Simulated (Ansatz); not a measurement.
Total energies of Cl4F2In2 (`[F][In@-]1([Cl])[Cl+][In@-]([F])([Cl])[Cl+]1`).

Z-matrix (Å, degrees):
```
In
Cl 1 2.493
Cl 1 2.283 2 112.4
Cl 1 2.493 2 88.7 3 113.8
F 1 1.924 2 105.5 3 -140.5
In 1 3.564 2 44.4 3 114.4
F 6 1.924 1 112.5 2 -89.5
Cl 6 2.283 1 121.6 2 90.5
```

Total charge 0; spin multiplicity 1. Correlated methods include outer-core shells of In, which these sets cover unevenly. In takes the def2 core potential. All single points use the PBE0-D4/def2-TZVP geometry. Basis def2-TZVPP, Ansatz 0.2.0.

RPA on PBE orbitals: Hartree–Fock energy of these orbitals -2415.62175 Eh, correlation -2.73003 Eh (frozen core).

```json
{"functional": "r2SCAN", "energy without D4 (Eh)": "-2421.15833", "D4 term (kJ/mol)": "-8.9"}
{"functional": "CAM-B3LYP", "energy without D4 (Eh)": "-2421.17599", "D4 term (kJ/mol)": "-34.4"}
```

**Question.** Give the same for LDA (SPW92), PBE, revPBE, BLYP, B97M-V, PBE0, B3LYP, r2SCANh, r2SCAN0, HSE06 (plane-wave form), BHLYP, LC-ωPBE, ωB97X-V, ωB97M-V, B2PLYP, PBE-QIDH. (Best estimate.)

**Answer.** Computed: 
| functional | energy without D4 (Eh) | D4 term (kJ/mol) |
| --- | --- | --- |
| LDA (SPW92) | -2413.37643 | – |
| PBE | -2420.27008 | -36.2 |
| revPBE | -2420.88582 | -71.5 |
| BLYP | -2421.08711 | -72.2 |
| B97M-V | -2420.67194 | – |
| PBE0 | -2420.41247 | -32.1 |
| B3LYP | -2421.38729 | -59.0 |
| r2SCANh | -2421.11228 | -10.0 |
| r2SCAN0 | -2421.04621 | -11.2 |
| HSE06 (plane-wave form) | -2420.37163 | -31.0 |
| BHLYP | -2420.97654 | -59.6 |
| LC-ωPBE | -2420.65751 | – |
| ωB97X-V | -2420.83137 | – |
| ωB97M-V | -2420.98236 | – |
| B2PLYP | -2420.16268 | – |
| PBE-QIDH | -2419.65742 | – |

B3LYP takes the VWN-RPA correlation (the form of Gaussian; ORCA's B3LYP/G). HSE06 is the plane-wave form, built on full-range PBE exchange. The double hybrids freeze the cores in their second-order part.

LC-ωPBE has ω = 0.4 bohr⁻¹.
